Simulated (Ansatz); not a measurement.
Born–Oppenheimer molecular dynamics of BClF2H4Si (9 atoms, charge 0, multiplicity 1). It starts at the highest image of a converged band. Of that band: Neighbouring images differ by up to 2.2 eV, so the band resolves the path poorly. A vibrational analysis at the climbing image gives 2 clearly imaginary modes (1143i, 83i cm⁻¹): a point of higher order, so a lower path passes nearby.

Computed with RKS B3LYP-D4/6-31G* in Ansatz.

```json
{
 "ensemble": "NVE (velocity Verlet)",
 "time step": "0.5 fs",
 "steps asked": "200",
 "starting velocities drawn for": "100 K",
 "seed": "4398"
}
```

Frames 2.5 fs apart, positions in Å, forces in eV/Å.

Velocities at 40 fs (Å/ps):

```
B -2.97 21.68 -20.71
F -5.09 16.39 0.66
Cl -0.57 2.44 0.35
F 1.40 2.90 6.13
Si 4.53 -18.65 1.31
H -3.51 -2.89 6.69
H -8.88 -82.30 7.75
H -11.40 -36.01 -13.75
H 18.92 -40.94 44.87
```

```xyz
9
Properties=species:S:1:pos:R:3:forces:R:3 time_fs=40 energy_less_start_eV=-1.967 T=2273
B 0.034 0.430 0.014 0.99 -1.00 3.13
F -0.077 0.657 1.378 -0.10 0.88 -2.49
Cl 1.588 0.425 -0.785 0.40 1.20 -0.45
F -0.922 -0.207 -0.577 -1.54 0.36 -0.74
Si 0.481 -2.615 0.858 1.22 0.75 -1.02
H -0.610 -2.903 -0.119 0.08 -0.08 0.29
H 1.823 -2.995 0.273 -0.46 -0.60 0.24
H 0.244 -3.083 2.216 -0.14 -0.34 0.40
H 0.815 -1.153 0.861 -0.47 -1.17 0.64
9
Properties=species:S:1:pos:R:3:forces:R:3 time_fs=42.5 energy_less_start_eV=-2.048 T=2363
B 0.029 0.481 -0.028 0.84 -0.97 4.40
F -0.090 0.699 1.375 0.16 0.61 -3.38
Cl 1.587 0.433 -0.785 0.49 1.08 -0.48
F -0.921 -0.200 -0.563 -1.63 0.20 -0.96
Si 0.494 -2.661 0.860 0.86 -0.84 -0.58
H -0.617 -2.912 -0.095 0.02 0.04 0.12
H 1.786 -3.216 0.299 -0.49 -0.21 0.17
H 0.211 -3.184 2.195 -0.16 -0.32 0.35
H 0.851 -1.277 0.990 -0.10 0.40 0.34
9
Properties=species:S:1:pos:R:3:forces:R:3 time_fs=45 energy_less_start_eV=-2.080 T=2399
B 0.029 0.527 -0.045 0.24 -1.44 4.49
F -0.102 0.743 1.361 0.32 0.57 -3.48
Cl 1.587 0.442 -0.785 0.53 1.00 -0.46
F -0.925 -0.191 -0.552 -1.16 0.46 -0.82
Si 0.508 -2.709 0.861 0.33 -2.23 0.31
H -0.623 -2.918 -0.064 -0.08 0.19 -0.10
H 1.721 -3.448 0.336 -0.38 0.24 0.07
H 0.169 -3.302 2.192 -0.07 -0.05 -0.17
H 0.881 -1.381 1.139 0.27 1.26 0.17
9
Properties=species:S:1:pos:R:3:forces:R:3 time_fs=47.5 energy_less_start_eV=-2.164 T=2491
B 0.030 0.565 -0.038 -0.38 -2.12 3.60
F -0.114 0.789 1.337 0.38 0.66 -2.90
Cl 1.587 0.452 -0.786 0.43 0.96 -0.38
F -0.933 -0.181 -0.543 -0.47 0.91 -0.53
Si 0.523 -2.761 0.863 0.08 -1.73 1.30
H -0.633 -2.913 -0.039 -0.05 0.34 -0.21
H 1.634 -3.667 0.377 -0.15 0.61 -0.06
H 0.123 -3.423 2.181 0.02 0.24 -0.52
H 0.925 -1.420 1.297 0.14 0.14 -0.32
9
Properties=species:S:1:pos:R:3:forces:R:3 time_fs=50 energy_less_start_eV=-2.174 T=2502
B 0.029 0.591 -0.011 -0.62 -2.73 1.65
F -0.124 0.838 1.304 0.31 0.87 -1.40
Cl 1.589 0.465 -0.788 0.18 0.91 -0.19
F -0.943 -0.169 -0.537 0.10 1.25 -0.21
Si 0.538 -2.818 0.868 -0.26 -0.93 1.80
H -0.644 -2.888 -0.025 0.17 0.43 -0.16
H 1.538 -3.849 0.413 0.17 0.78 -0.22
H 0.078 -3.531 2.140 0.01 0.37 -0.42
H 0.977 -1.450 1.435 -0.07 -0.95 -0.85
9
Properties=species:S:1:pos:R:3:forces:R:3 time_fs=52.5 energy_less_start_eV=-2.155 T=2482
B 0.025 0.602 0.024 -0.35 -3.24 -1.34
F -0.133 0.889 1.267 0.07 1.31 1.14
Cl 1.590 0.478 -0.790 -0.11 0.82 0.07
F -0.952 -0.152 -0.530 0.38 1.32 0.04
Si 0.553 -2.876 0.876 -0.72 -0.54 1.52
H -0.646 -2.838 -0.021 0.44 0.40 -0.05
H 1.452 -3.987 0.437 0.49 0.74 -0.38
H 0.034 -3.617 2.076 -0.13 0.28 0.03
H 1.025 -1.532 1.524 -0.06 -1.10 -1.02
9
Properties=species:S:1:pos:R:3:forces:R:3 time_fs=55 energy_less_start_eV=-2.192 T=2523
B 0.019 0.595 0.052 0.24 -3.46 -4.03
F -0.142 0.944 1.233 -0.23 1.90 3.59
Cl 1.592 0.493 -0.792 -0.34 0.66 0.28
F -0.959 -0.131 -0.524 0.33 1.04 0.10
Si 0.566 -2.935 0.887 -1.15 -0.70 0.76
H -0.621 -2.764 -0.020 0.58 0.29 -0.01
H 1.395 -4.081 0.438 0.68 0.59 -0.48
H -0.019 -3.687 2.014 -0.32 0.09 0.47
H 1.071 -1.675 1.555 0.22 -0.41 -0.70
9
Properties=species:S:1:pos:R:3:forces:R:3 time_fs=57.5 energy_less_start_eV=-2.381 T=2732
B 0.015 0.569 0.059 0.83 -2.59 -3.86
F -0.151 1.005 1.210 -0.23 1.89 3.60
Cl 1.593 0.510 -0.793 -0.44 0.43 0.39
F -0.966 -0.107 -0.518 -0.17 0.38 -0.16
Si 0.577 -2.996 0.900 -1.64 -1.55 0.01
H -0.563 -2.673 -0.020 0.53 0.13 -0.05
H 1.378 -4.139 0.411 0.64 0.46 -0.45
H -0.090 -3.751 1.978 -0.28 0.07 0.46
H 1.131 -1.840 1.546 0.77 0.79 0.06
9
Properties=species:S:1:pos:R:3:forces:R:3 time_fs=60 energy_less_start_eV=-2.666 T=3045
B 0.015 0.529 0.046 1.37 -0.32 -0.98
F -0.162 1.072 1.198 0.11 0.79 1.31
Cl 1.593 0.527 -0.794 -0.41 0.16 0.37
F -0.974 -0.082 -0.512 -1.09 -0.56 -0.73
Si 0.584 -3.061 0.913 -1.66 -1.68 -0.05
H -0.474 -2.575 -0.023 0.38 -0.02 -0.08
H 1.398 -4.170 0.358 0.37 0.38 -0.30
H -0.177 -3.809 1.967 0.04 0.27 0.06
H 1.235 -1.963 1.539 0.89 0.97 0.39
9
Properties=species:S:1:pos:R:3:forces:R:3 time_fs=62.5 energy_less_start_eV=-2.747 T=3135
B 0.023 0.488 0.027 1.66 2.08 1.75
F -0.171 1.141 1.190 0.50 -0.63 -0.86
Cl 1.593 0.544 -0.794 -0.28 -0.10 0.28
F -0.985 -0.059 -0.509 -1.90 -1.29 -1.21
Si 0.588 -3.128 0.926 -0.64 -0.36 0.34
H -0.362 -2.478 -0.030 0.25 -0.22 0.02
H 1.439 -4.177 0.288 -0.01 0.30 -0.05
H -0.261 -3.852 1.960 0.37 0.38 -0.28
H 1.387 -2.035 1.552 0.04 -0.17 0.01
9
Properties=species:S:1:pos:R:3:forces:R:3 time_fs=65 energy_less_start_eV=-2.522 T=2887
B 0.039 0.458 0.017 0.90 3.39 2.83
F -0.180 1.208 1.179 0.79 -1.68 -1.96
Cl 1.591 0.561 -0.794 -0.08 -0.29 0.18
F -1.002 -0.039 -0.509 -1.62 -1.35 -1.07
Si 0.591 -3.197 0.940 0.58 0.99 0.12
H -0.235 -2.395 -0.035 0.14 -0.45 0.22
H 1.480 -4.167 0.214 -0.34 0.12 0.18
H -0.324 -3.873 1.939 0.43 0.24 -0.28
H 1.541 -2.115 1.565 -0.80 -0.96 -0.21
9
Properties=species:S:1:pos:R:3:forces:R:3 time_fs=67.5 energy_less_start_eV=-2.282 T=2622
B 0.060 0.446 0.022 -0.87 3.65 2.52
F -0.185 1.270 1.163 0.98 -2.29 -2.28
Cl 1.590 0.578 -0.793 0.14 -0.42 0.11
F -1.024 -0.024 -0.512 -0.26 -0.90 -0.38
Si 0.594 -3.263 0.954 1.50 1.84 -0.56
H -0.100 -2.338 -0.028 -0.06 -0.58 0.36
H 1.502 -4.151 0.150 -0.50 -0.20 0.28
H -0.362 -3.881 1.902 0.16 -0.08 0.01
H 1.650 -2.249 1.569 -1.09 -1.00 -0.05
```

Of the whole run (100 fs, mean temperature of the second half 2687 K): The conserved energy stayed within 0.21 meV per atom of its start (net change -0.035 meV per atom), so the integration is sound. The kinetic energy rose, since the run started high on the potential surface and went downhill. It ends in pieces (BClF2 + H4Si), so much of that is their flight and rotation, not heat. A run of 0.1 ps of so small a system gives no equilibrium averages. The orbitals stay closed-shell, which can raise the energy where a bond breaks towards radicals; this wasn't checked here.

Run time: 11 min on 2 threads of Intel(R) Xeon(R) Platinum 8175M CPU @ 2.50GHz (Skylake/Cascade Lake) (shared host), peak memory 0.21 GiB.
